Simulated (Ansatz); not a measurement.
```yaml
crystal:
  periodic: [false, false, false]
  atoms:
    - {symbol: F, position_ang: [1.093337, 0.958563, 2.243994]}
    - {symbol: Si, position_ang: [-0.284122, 1.217440, 1.461328]}
    - {symbol: C, position_ang: [-0.836556, -0.377354, 0.671889]}
    - {symbol: C, position_ang: [0.203371, -1.091632, -0.201399]}
    - {symbol: Si, position_ang: [0.675841, -0.216834, -1.798362]}
    - {symbol: H, position_ang: [-1.287481, 1.680506, 2.453273]}
    - {symbol: H, position_ang: [-0.028271, 2.288583, 0.466471]}
    - {symbol: H, position_ang: [-1.742266, -0.151775, 0.093887]}
    - {symbol: H, position_ang: [-1.163666, -1.036705, 1.485001]}
    - {symbol: H, position_ang: [1.120885, -1.271329, 0.369135]}
    - {symbol: H, position_ang: [-0.168134, -2.082591, -0.485925]}
    - {symbol: H, position_ang: [-0.551161, 0.131285, -2.567262]}
    - {symbol: H, position_ang: [1.524127, -1.114199, -2.627114]}
    - {symbol: H, position_ang: [1.431000, 1.036843, -1.536215]}
basis:
  gaussian: {orbitals: aug-cc-pVDZ}
hamiltonian: {xc: {name: HF}}
correlation: {method: rpa}
```

```sh
$ ansatz run in.yaml --threads 4 --pin off --events-out ev --progress --plain --max-ram 10444MiB
```

Output, abridged:

```
Functional definition: HF
1996 factors; integrals over basis functions are off by at most 8.2e-4 eV
mean field evaluation 1: about -20631.2079 eV, gradient 4.1e1 eV
mean field evaluation 2: about -20631.3037 eV, gradient 4.1e1 eV
mean field evaluation 4: about -20635.7856 eV, gradient 3.9e0 eV
mean field evaluation 8: about -20635.8501 eV, gradient 2.3e-1 eV
mean field -20635.85035737 eV, -758.3535131516 hartree, gradient 3.1e-6 eV, S^2 0.000000; 0 other end points of the search recorded, 0 dependent functions left out
13 core orbitals not correlated: weight in the atoms' cores, before any rotation towards them, 1.000 or more for the frozen orbitals, at most 0.000 for the correlated occupied ones
reference -20635.85035737 eV, -758.3535131516 hartree; 16, 16 occupied and 175, 175 virtual orbitals, 1996 factors
Total energy: -20659.62118205 eV, -759.2270748462 hartree
```

It took 1.6 s on 4 threads of an AMD EPYC 9R45 on a shared host, with 0.69 GiB of host memory at the peak.
